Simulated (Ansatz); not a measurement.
Geometry optimisation, RKS PBE-D4/6-31G* in Ansatz 0.2.0.

Input:

```yaml
crystal:
  periodic: [false, false, false]
  atoms:
    - { symbol: B, position_ang: [0.0, 0.0, 0.0] }
    - { symbol: H, position_ang: [0.0, 0.0, 1.54] }
    - { symbol: H, position_ang: [1.0305, 0.0, -0.595] }
    - { symbol: Cl, position_ang: [-1.6108, 0.0, -0.93] }
    - { symbol: "N", position_ang: [-0.2369, -1.7396, 0.5833] }
    - { symbol: H, position_ang: [-0.6522, -2.4652, -0.0683] }
    - { symbol: C, position_ang: [0.1506, -2.1155, 1.9506] }
    - { symbol: H, position_ang: [0.1831, -3.2218, 2.0356] }
    - { symbol: H, position_ang: [1.1532, -1.6978, 2.1796] }
    - { symbol: H, position_ang: [-0.5913, -1.7113, 2.6704] }
    - { symbol: H, position_ang: [-0.1212, -0.8896, 1.5631] }
basis:
  gaussian: { orbitals: "6-31G*" }
hamiltonian:
  xc: pbe
  dispersion: d4
relax:
  f_tol: 0.15
  max_steps: 25
  restrain:
    - { distance: [0, 4], at: 2.75, k: 30.0 }
    - { distance: [10, 1], at: 1.86, k: 30.0 }
    - { distance: [0, 1], at: 1.19, k: 30.0 }
    - { distance: [10, 4], at: 1.06, k: 30.0 }
output:
  orbitals: {}
```

Run as:

```bash
$ ansatz run input.yaml --threads 1 --pin off --max-ram 2048MiB --backend cpu --events-out ev --progress --plain --runs-dir out
```

Task: Where does it end, and by what steps?

Result: The run converged. The restraints hold the end off the free minimum; the threshold counts their pulls, which the force column leaves out. Restrained pairs: B1–N5 (1.85 → 2.73 Å), H2–H11 (0.90 → 1.88 Å), B1–H2 (1.54 → 1.20 Å), N5–H11 (1.30 → 1.04 Å). After 17 steps the energy has fallen by 4.742 eV (the restraints' own energy left out); H10 moved furthest, 1.26 Å.

```csv
step,energy less start (eV),largest force component (eV/Å),accepted
0,0.0000,5.128,yes
1,0.1209,3.628,yes
2,0.1365,4.886,yes
3,-0.9472,4.684,yes
4,-2.5227,4.160,yes
5,-3.5834,2.700,yes
6,-3.9300,5.473,yes
7,-4.3603,1.386,yes
8,-4.5262,1.003,yes
9,-4.6081,1.109,yes
10,-4.6622,0.873,yes
11,-4.6992,1.044,yes
12,-4.7134,0.839,yes
13,-4.7261,1.032,yes
14,-4.7270,0.904,yes
15,-4.7375,0.962,yes
16,-4.7386,0.949,no
17,-4.7419,0.974,yes
```

```xyz
11
Properties=species:S:1:pos:R:3
B 0.086 0.430 -0.310
H -0.432 0.715 0.732
H 1.276 0.344 -0.457
Cl -0.946 0.358 -1.741
N -0.510 -1.805 1.140
H -1.295 -2.378 0.817
C 0.322 -2.507 2.118
H 0.790 -3.381 1.636
H 1.134 -1.837 2.446
H -0.217 -2.860 3.023
H -0.902 -0.920 1.525
```

Time of the run: 59 s on 1 thread of Arm Neoverse V1, with other jobs on the host, peak memory 0.14 GiB.
